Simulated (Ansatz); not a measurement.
Ansatz (a first-principles code) input (CCSD(T)/cc-pV(T+d)Z):
A basis named .json is the Basis Set Exchange file of that set.

Ansatz 0.2 input:
```yaml
crystal:
  periodic: [false, false, false]
  atoms:
    - {symbol: C, position_ang: [-0.40036265, 2.09005405, 1.45077108]}
    - {symbol: C, position_ang: [-0.76057510, 1.57420172, 0.27685327]}
    - {symbol: Si, position_ang: [0.07612081, 0.10979933, -0.49847219]}
    - {symbol: F, position_ang: [0.31434384, 0.45342061, -2.05846031]}
    - {symbol: C, position_ang: [1.73823549, -0.20050167, 0.26752524]}
    - {symbol: C, position_ang: [1.99110384, -1.21959280, 1.08694608]}
    - {symbol: C, position_ang: [-0.99742734, -1.40221259, -0.41493593]}
    - {symbol: C, position_ang: [-2.04018523, -1.51875512, 0.40543805]}
    - {symbol: H, position_ang: [-0.91499351, 2.93514881, 1.89627481]}
    - {symbol: H, position_ang: [0.43099058, 1.68574282, 2.01864069]}
    - {symbol: H, position_ang: [-1.60324962, 2.02421475, -0.24425653]}
    - {symbol: H, position_ang: [2.54503953, 0.49748232, 0.05292539]}
    - {symbol: H, position_ang: [2.96520667, -1.37273509, 1.53990830]}
    - {symbol: H, position_ang: [1.22859470, -1.94877454, 1.33985999]}
    - {symbol: H, position_ang: [-0.75145828, -2.24715604, -1.05504320]}
    - {symbol: H, position_ang: [-2.64409991, -2.41905685, 0.45284590]}
    - {symbol: H, position_ang: [-2.33555012, -0.71200373, 1.06801138]}
basis:
  gaussian:
    orbitals: cc-pV_T+d_Z.json
magnetization: {spin_polarized: false}
correlation: {method: ccsd_t, electrons: outside_noble_gas}
```

End of the output:

```
integrals: 5.12 GiB planned
2156 factors; integrals over basis functions are off by at most 9.1e-4 eV
2.48 GiB of device memory are held for the factors and their scratch space
mean field: 2.65 GiB planned
mean field evaluation 1: about -16892.1941 eV, gradient 4.6e1 eV
mean field evaluation 2: about -16892.6253 eV, gradient 4.6e1 eV
mean field evaluation 4: about -16897.7175 eV, gradient 5.1e0 eV
mean field evaluation 8: about -16897.7922 eV, gradient 1.9e-1 eV
mean field evaluation 16: about -16896.5960 eV, gradient 2.0e1 eV
mean field -16897.79237096 eV, -620.9824158979 hartree, gradient 6.3e-6 eV, S^2 0.000000; 0 other end points of the search recorded, 0 dependent functions left out
12 core orbitals not correlated
reference -16897.79237096 eV, -620.9824158979 hartree; 22, 22 occupied and 341, 341 virtual orbitals, 2156 factors
second order -36.20432285 eV of doubles, -0.00000000 eV of singles
coupled cluster: 34.21 GiB planned
cycle   1  -36.70516016 eV  change   -5.0e-1 eV  update   1.3e-1
cycle   2  -37.59769587 eV  change   -8.9e-1 eV  update   4.0e-2
cycle   3  -37.79459388 eV  change   -2.0e-1 eV  update   2.0e-2
cycle   4  -37.78444986 eV  change    1.0e-2 eV  update   5.6e-3
cycle   5  -37.78424426 eV  change    2.1e-4 eV  update   2.3e-3
cycle   6  -37.78597782 eV  change   -1.7e-3 eV  update   6.1e-4
cycle   7  -37.78595389 eV  change    2.4e-5 eV  update   2.5e-4
cycle   8  -37.78585882 eV  change    9.5e-5 eV  update   7.7e-5
cycle   9  -37.78589330 eV  change   -3.4e-5 eV  update   3.4e-5
perturbative correction -1.66658828 eV, -0.0612459897 hartree
Total energy: -16937.24485254 eV, -622.4322678540 hartree
```
